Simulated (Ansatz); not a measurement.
C4H9Al, SMILES [CH](=C)[Al]([CH3])[CH3]. Atoms are numbered in the order given.

```xyz
14

Al    -0.0297    -0.0353     0.4453
C     -0.4128    -1.0812     2.0616
H     -0.7047    -2.1235     1.8533
H     -1.2271    -0.6179     2.6482
H      0.4650    -1.1082     2.7328
C      0.5194     1.8494     0.5485
H      1.4818     2.0179     0.0328
H      0.6305     2.2105     1.5840
H     -0.2154     2.5055     0.0478
C     -0.1866    -0.8294    -1.3351
C      0.0717    -0.1252    -2.4530
H     -0.4916    -1.8764    -1.4857
H     -0.0103    -0.5498    -3.4629
H      0.3832     0.9270    -2.4163
```
Charge 0, spin multiplicity 1.

Geometry: B3LYP-D3(BJ)/def2-SVP. The structure was generated by enumeration; whether it is a known compound was not checked. One conformer was computed; it need not be the lowest.

Two levels are set side by side: PBE-D3(BJ)/def2-SVP (Ansatz, a first-principles code) and B3LYP-D3(BJ)/def2-SVP (Ansatz). Each level has its own optimised geometry; the coordinates shown are those of the second. Differences are taken from unrounded values.

```tsv
quantity	B3LYP-D3(BJ)
mean bond length (Å)	1.319
bond Al1–C2 (Å)	1.963
bond Al1–C6 (Å)	1.966
bond Al1–C10 (Å)	1.956
bond C10–C11 (Å)	1.346
bond C2–H3 (Å)	1.102
bond C2–H4 (Å)	1.105
bond C2–H5 (Å)	1.105
bond C6–H7 (Å)	1.105
bond C6–H8 (Å)	1.102
bond C6–H9 (Å)	1.105
bond C10–H12 (Å)	1.101
bond C11–H13 (Å)	1.099
bond C11–H14 (Å)	1.098
```

Task: What does PBE-D3(BJ) give, and how far is it from B3LYP-D3(BJ)? (The exact figures need the calculation; the answer reports its results.)

Result: 
| quantity | PBE-D3(BJ) | PBE-D3(BJ) minus B3LYP-D3(BJ) |
|---|---|---|
| mean bond length (Å) | 1.327 | 0.007 |
| bond Al1–C2 (Å) | 1.970 | 0.007 |
| bond Al1–C6 (Å) | 1.973 | 0.007 |
| bond Al1–C10 (Å) | 1.965 | 0.009 |
| bond C10–C11 (Å) | 1.354 | 0.008 |
| bond C2–H3 (Å) | 1.109 | 0.007 |
| bond C2–H4 (Å) | 1.112 | 0.007 |
| bond C2–H5 (Å) | 1.112 | 0.007 |
| bond C6–H7 (Å) | 1.112 | 0.007 |
| bond C6–H8 (Å) | 1.109 | 0.007 |
| bond C6–H9 (Å) | 1.112 | 0.007 |
| bond C10–H12 (Å) | 1.109 | 0.008 |
| bond C11–H13 (Å) | 1.107 | 0.008 |
| bond C11–H14 (Å) | 1.106 | 0.008 |

GGA bonds tend to be longer and softer than those of functionals with exact exchange. Differences between two approximate levels are no errors against the true value.
